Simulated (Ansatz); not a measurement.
Total energies of phenanthrenequinone, `O=C1C(=O)c2ccccc2-c2ccccc21` from Ansatz at PBE-D4/def2-SVP, gas phase (1 Eh = 27.2114 eV = 2625.5 kJ/mol). The reference geometry is relaxed at PBE-D4/def2-SVP.

```
                state                    geometry  energy (Eh)
     charge 0 singlet                   reference   -687.48062
     charge 1 doublet                   reference   -687.18302
    charge -1 doublet                   reference   -687.54054
    charge -1 doublet  relaxed at PBE-D4/def2-SVP   -687.54525
free O atom (triplet)                           –    -74.91467
free C atom (triplet)                           –    -37.75124
free H atom (doublet)                           –     -0.49863
```

Problem. Work out the vertical ionisation energy to the doublet.

Solution. E(charge 1 doublet) − E(charge 0 singlet) = -687.18302 − (-687.48062) = 0.29760 Eh = 8.10 eV. For comparison, −ε of the highest occupied level is 5.44 eV at this level, 2.66 eV less.

Problem. Work out the vertical electron affinity, to the doublet.

Solution. E(charge 0 singlet) − E(charge -1 doublet) = -687.48062 − (-687.54054) = 0.05992 Eh = 1.63 eV. The basis lacks diffuse functions, which makes affinities too small.

Problem. Give the fundamental gap IE − EA, the Mulliken electronegativity (IE + EA)/2 and the hardness (IE − EA)/2.

Solution. From the values in Eh: IE − EA = 0.29760 − 0.05992 = 0.23768 Eh = 6.47 eV; (IE + EA)/2 = 4.86 eV; (IE − EA)/2 = 3.23 eV. The HOMO–LUMO gap of the same run is 1.56 eV, 4.91 eV smaller than the fundamental gap.

Problem. How much does the charge -1 doublet relax, and what is the adiabatic electron affinity?

Solution. Relaxation: -687.54054 − (-687.54525) = 0.00471 Eh = 0.13 eV. Adiabatic electron affinity: 0.06463 Eh = 1.76 eV, without zero-point energy. 

Problem. What is the binding energy per atom against free atoms?

Solution. Atoms: 2 × (-74.91467) + 14 × (-37.75124) + 8 × (-0.49863) = -682.33574 Eh. Binding: -682.33574 − (-687.48062) = 5.14488 Eh = 140.00 eV, or 5.83 eV for each of 24 atoms (no zero-point energy, no counterpoise term).

At PBE-D4/def2-SVP the gap within one spin of the charge 1 doublet nearly closes, so an electron or hole may be smeared out by delocalisation error. At PBE-D4/def2-SVP the highest occupied level of the charge -1 doublet lies above zero (up to 0.69 eV). By energy differences its removal costs 1.63 eV (vertical, to the charge 0 singlet, at PBE-D4/def2-SVP); self-interaction error and the lack of diffuse functions both raise the level. At PBE-D4/def2-SVP the highest occupied level of the relaxed charge -1 doublet lies above zero (up to 0.45 eV). By energy differences its removal costs 1.76 eV (each at its own geometry, to the charge 0 singlet, at PBE-D4/def2-SVP); self-interaction error and the lack of diffuse functions both raise the level.
